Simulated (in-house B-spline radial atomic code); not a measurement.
A run on an ion of nuclear charge 66 with 66.6 electrons that did not converge. Method: scalar-relativistic (X2C) TPSSh, spin-polarised, spherical fractional occupations, Fermi nucleus of rms radius 5.2218 fm; computed with a B-spline radial code for spherical atoms.

Command:
```bash
python run_scf.py task.json out
```
Settings (nuclear radius in fm, mass in u):
```
Z                66
configuration    [Xe] 4f10.6 6s2
hamiltonian      x2c
method           tpssh
spin_polarised   True
nucleus          fermi
rms_radius       5.2218
atomic_mass      163.92918
speed_of_light   137.035999084
```

First and last ten iterations of the last attempt (damped for 15 steps, keeping 80 % of the old Fock matrix, then DIIS):
```
 iter        energy (Eh)    residual
    1      -12102.081156    6.20e-01
    2      -12108.454635    1.37e+00
    3      -12131.785706    8.50e-01
    4      -12144.538524    5.44e-01
    5      -12150.989310    3.51e-01
    6      -12153.980197    2.26e-01
    7      -12155.260053    1.47e-01
    8      -12155.790535    9.02e-02
    9      -12156.025685    6.39e-02
   10      -12156.145200    4.54e-02
  111      -12151.533356    2.04e-01
  112      -12151.539757    2.04e-01
  113      -12102.726845    6.17e-01
  114      -12155.901383    9.13e-02
  115      -12111.049237    4.95e-01
  116      -11908.960091    1.10e+00
  117      -11908.890475    1.11e+00
  118      -11908.358865    1.11e+00
  119      -11908.134752    1.11e+00
  120      -11908.052776    1.11e+00
 not converged after 120 iterations
```

The smallest residual met was 2.2e-02; the threshold is about 7e-07. No energy from this run should be used. The likely cause: this method binds the added charge weakly or not at all at the basis-set limit, so charge moves back and forth between the atom and the box. Cost of the run: 11 s on 1 thread of Arm Neoverse N1, on a shared host.
